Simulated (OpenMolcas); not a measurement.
Ti3+: moving or changing the point charges

Ti3+ among 5 point charges of -2 e arranged as a trigonal bipyramid (D3h), 1.65 Å from the ion, with the axial distance 1.914 Å. The active orbitals were held to one l.
```
   1.6500    0.0000    0.0000  -2.00
  -0.8250    1.4289    0.0000  -2.00
  -0.8250   -1.4289    0.0000  -2.00
   0.0000    0.0000    1.9140  -2.00
   0.0000    0.0000   -1.9140  -2.00
```

* Program: OpenMolcas
* Method: CASSCF
* Basis: ANO-RCC-VDZP [5s4p2d1f]
* Scalar Hamiltonian: DKH2, point nucleus
* Active space: 1 electron in 5 orbitals (3d)
* State averaging: 2S+1 = 2 even, 5 roots
* Spin-orbit coupling: RASSI with atomic mean-field integrals over the reference wave functions

Runs around this geometry, states (labels of D3, the rotations of D3h). Energies in cm-1 above the lowest state or level, χT in cm3 K/mol.

| R (Å) | Axial / equatorial distance | Ground state | First state of that spin | First gap with spin-orbit (degeneracies) | χT at 300 K |
| --- | --- | --- | --- | --- | --- |
| 1.65 | 1.07 | 2E | 2E 6114 | 129.5 (2, 2) | 0.427 |
| 1.54 | 1.16 | 2E | 2E 11867 | 122.3 (2, 2) | 0.429 |
| 1.65 | 1.16 | 2E | 2E 8630 | 134.2 (2, 2) | 0.424 |

Taking the first state of the same spin as R^-n, n = -ln(8630 / 11867) / ln(1.65 / 1.54) = 4.6 between the shortest and longest distance.

An orbital doublet at a regular site is open to a Jahn-Teller distortion, which this geometry leaves out. Point charges carry no covalency, so the field is a model and not that of real ligands. No measured value stands beside these numbers.
